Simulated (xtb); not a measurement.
C₄H₁₁O₃Si, doublet, at a GFN2-xTB geometry; GFN2-xTB run with xtb.

The xtb input:
```
$ xtb mol.xyz --gfn 2 --uhf 1 --json

# file mol.xyz
19

C      1.03045024     1.68579976     0.87027302
Si     0.18294435     0.27554884     0.00825667
O      1.13218947    -0.72525837    -0.85910410
C      2.21673348    -1.44717844    -0.35832603
O     -0.81967614     0.68746114    -1.20340225
C     -1.89125988     1.57688966    -1.10690799
O     -0.54199962    -0.45621218     1.28470314
C     -1.31594304    -1.62601236     1.26471867
H      1.16693950     1.73078585     1.93480539
H      1.44071395     2.51274235     0.31945746
H      3.08568779    -0.79512441    -0.23724464
H      2.45597185    -2.23385302    -1.07516706
H      1.98670461    -1.89643351     0.61093454
H     -2.50423218     1.37022289    -0.22612304
H     -2.49935362     1.46725632    -2.00566521
H     -1.53006294     2.60617048    -1.03974900
H     -0.76523937    -2.45516053     0.81417387
H     -2.23641581    -1.47462281     0.69551334
H     -1.56592907    -1.87458397     2.29735052
```

The log (banner, timings and long lists left out):

```
   ID    Z sym.   atoms
    1    6 C      1, 4, 6, 8
    2   14 Si     2
    3    8 O      3, 5, 7
    4    1 H      9-19

           -------------------------------------------------
          |                Calculation Setup                |
           -------------------------------------------------

           -------------------------------------------------
          |                 G F N 2 - x T B                 |
           -------------------------------------------------

          ...................................................
          :                      SETUP                      :
          :.................................................:
          :  # basis functions                  49          :
          :  # atomic orbitals                  48          :
          :  # shells                           28          :
          :  # electrons                        49          :
          :  max. iterations                   250          :
          :  Hamiltonian                  GFN2-xTB          :
          :  restarted?                      false          :
          :  GBSA solvation                  false          :
          :  PC potential                    false          :
          :  electronic temp.          300.0000000     K    :
          :  accuracy                    1.0000000          :
          :  -> integral cutoff          0.2500000E+02      :
          :  -> integral neglect         0.1000000E-07      :
          :  -> SCF convergence          0.1000000E-05 Eh   :
          :  -> wf. convergence          0.1000000E-03 e    :
          :  Broyden damping             0.4000000          :
          :  net charge                          0          :
          :  unpaired electrons                  1          :
          ...................................................

 iter      E             dE          RMSdq      gap      omega  full diag
   1    -28.2965877 -0.282966E+02  0.674E+00    6.84       0.0  T
   2    -28.3831781 -0.865905E-01  0.414E+00    6.01       1.0  T
   3    -28.3796742  0.350392E-02  0.144E+00    6.76       1.0  T
   4    -28.3841094 -0.443520E-02  0.789E-01    5.96       1.0  T
   5    -28.3895860 -0.547655E-02  0.361E-01    6.23       1.0  T
   6    -28.3896534 -0.673975E-04  0.136E-01    6.25       1.0  T
   7    -28.3896932 -0.398268E-04  0.435E-02    6.29       1.0  T
   8    -28.3896980 -0.484987E-05  0.164E-02    6.29       1.4  T
[...]
         :: total energy             -28.123966862609 Eh    ::
[...]

 ---------------------------------------------------------------------------
     #   Z sym  total        # sym  WBO       # sym  WBO       # sym  WBO
 ---------------------------------------------------------------------------
     1   6 C    3.146 --     2 Si   1.004    10 H    0.992     9 H    0.985
     2  14 Si   4.268 --     5 O    1.098     3 O    1.090     7 O    1.072
                             1 C    1.004
     3   8 O    2.271 --     2 Si   1.090     4 C    1.005
     4   6 C    3.947 --     3 O    1.005    13 H    0.989    11 H    0.983
                            12 H    0.979
     5   8 O    2.272 --     2 Si   1.098     6 C    1.004
     6   6 C    3.946 --     5 O    1.004    14 H    0.988    16 H    0.984
                            15 H    0.980
     7   8 O    2.238 --     2 Si   1.072     8 C    0.991
     8   6 C    3.948 --     7 O    0.991    17 H    0.985    18 H    0.984
                            19 H    0.982
     9   1 H    0.995 --     1 C    0.985
    10   1 H    0.997 --     1 C    0.992
    11   1 H    0.999 --     4 C    0.983
    12   1 H    0.997 --     4 C    0.979
    13   1 H    0.999 --     4 C    0.989
    14   1 H    0.999 --     6 C    0.988
    15   1 H    0.997 --     6 C    0.980
    16   1 H    0.999 --     6 C    0.984
    17   1 H    0.999 --     8 C    0.985
    18   1 H    0.999 --     8 C    0.984
    19   1 H    0.998 --     8 C    0.982
 ---------------------------------------------------------------------------

Topologies differ in total number of bonds
Writing topology from bond orders to xtbtopo.mol

molecular dipole:
                 x           y           z       tot (Debye)
 q only:       -0.006       0.054       0.381
   full:       -0.066      -0.026       0.450       1.158
molecular quadrupole (traceless):
                xx          xy          yy          xz          yz          zz
 q only:        3.522      -1.660       2.787       1.160      -1.618      -6.308
  q+dip:        2.175       0.409       2.964       1.286      -0.877      -5.139
   full:        4.223      -1.438       3.623       1.372      -2.055      -7.846

           -------------------------------------------------
          | TOTAL ENERGY              -28.123966862609 Eh   |
          | GRADIENT NORM               0.000050137035 Eh/α |
          | HOMO-LUMO GAP               6.286843005523 eV   |
           -------------------------------------------------

normal termination of xtb
```
